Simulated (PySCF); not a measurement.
trisilane (H8Si3), singlet, at a GFN2-xTB geometry. Base run: CCSD(T)/def2-SVP (PySCF).

Here is a job for PySCF.
```python
from pyscf import gto, scf, cc

mol = gto.M(
    atom='''
Si    1.844323    0.778602   -0.041103
Si    0.163799   -0.812020   -0.094237
Si   -1.998095   -0.016290    0.129572
H     3.198796    0.232124   -0.151941
H     1.703769    1.747952   -1.131539
H     1.815066    1.551127    1.204275
H     0.419338   -1.825222    0.945023
H     0.269591   -1.590086   -1.341379
H    -2.322061    0.962262   -0.912589
H    -2.190940    0.667155    1.411818
H    -3.033939   -1.049390    0.057095
''',
    basis='def2-svp',
    charge=0,
    spin=0,
    verbose=4,
    max_memory=1800,
)

mf = scf.RHF(mol)
mf.kernel()

mycc = cc.CCSD(mf, frozen=15)
mycc.kernel()
et = mycc.ccsd_t()
print('E(CCSD(T)) = %.10f' % (mycc.e_tot + et))
```

**Question.** The base was run again with changes. Order these runs by total energy, lowest first: method = mp2 | method = cisd | method = ccsd.

**Answer.** method = ccsd (ΔE vs base (mEh) 9.626), method = cisd (ΔE vs base (mEh) 61.112), method = mp2 (ΔE vs base (mEh) 79.121)
